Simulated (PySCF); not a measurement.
SMILES C#CCCO, GFN2-xTB optimised geometry.

```
11

C      1.61    -0.73    -0.02
C      0.42    -0.81     0.00
C     -1.03    -0.81     0.00
C     -1.57     0.63     0.00
O     -1.24     1.33    -1.17
H      2.66    -0.70    -0.03
H     -1.40    -1.33     0.89
H     -1.39    -1.33    -0.89
H     -2.66     0.62     0.04
H     -1.19     1.16     0.89
H     -0.28     1.30    -1.28
```

Density from B3LYP/def2-TZVP (PySCF) at that geometry.

Minimum of the electron density along straight lines between bonded atoms, close to the bond critical point (lines longer than 1.1 times the sum of covalent radii, or with two minima, are not listed):

| bond | length / Å | ρ at the minimum / e bohr⁻³ | ∇²ρ there / e bohr⁻⁵ | position (fraction from the first atom) |
|---|---|---|---|---|
| C1–C2 | 1.197 | 0.425 | -1.24 | 0.48 |
| C2–C3 | 1.449 | 0.278 | … | 0.54 |
| C3–C4 | 1.537 | … | -0.61 | 0.50 |
| C4–O5 | 1.405 | 0.270 | -0.64 | 0.36 |
| C1–H6 | 1.049 | 0.301 | -1.15 | 0.66 |
| C3–H7 | 1.093 | 0.279 | -0.96 | 0.64 |
| C3–H8 | 1.094 | 0.280 | -0.97 | 0.64 |
| C4–H9 | 1.093 | 0.288 | -1.03 | 0.65 |
| C4–H10 | 1.101 | 0.283 | -0.99 | 0.64 |
| O5–H11 | 0.965 | 0.360 | … | 0.80 |

Question: Complete the blanks.

Answer: 
- C2–C3, ∇²ρ there / e bohr⁻⁵: -0.78
- C3–C4, ρ at the minimum / e bohr⁻³: 0.246
- O5–H11, ∇²ρ there / e bohr⁻⁵: -2.41
